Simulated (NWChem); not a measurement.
Species: SiH$_{3}$O$_{2}$Br; SMILES O[SiH](Br)O

```xyz
7

Si    -0.0119     0.9652     0.3850
O     -1.3134     1.7332    -0.2568
O      1.3796     1.5701    -0.2648
Br    -0.0282    -1.2525    -0.0399
H     -0.1258     1.1348     1.8405
H     -1.3436     1.8231    -1.2207
H      2.0924     0.9399    -0.4405
```
Atoms are numbered in this order, from 1.

Program: NWChem. Pople sets run with spherical d functions. Medium grid unless said otherwise, to which SCAN and Minnesota functionals are sensitive. Geometry: optimised at B3LYP/6-31G* (spherical d). Hybrids' shares of exact exchange are those that their runs print; pure functionals count as 0. The functionals differ in more than this share.

```csv
row,share of exact exchange,orbital gap (eV)
PBE/6-31G*,0.00,6.90
revPBE/6-31G*,0.00,6.95
TPSSh/6-31G*,0.10,withheld
B3LYP/6-31G*,0.20,8.67
M06-2X/6-31G*,0.54,11.40
```

Q: Fit a straight line of the last column on the one before it, predict the withheld value, and compare with the run.

A: 
1. Means of the 4 shown rows: x = 0.185, y = 8.480. Slope Σ(x − x̄)(y − ȳ)/Σ(x − x̄)² = 1.615/0.1947 = 8.294; intercept 6.946.
2. The shown rows scatter about the line by 0.042 (root mean square); the largest residual is +0.07, at B3LYP/6-31G*.
3. At x = 0.10 (TPSSh/6-31G*; inside the shown range) the line gives 7.78.
4. The run gives 8.16, +0.38 from the line, 9.1 times the scatter.
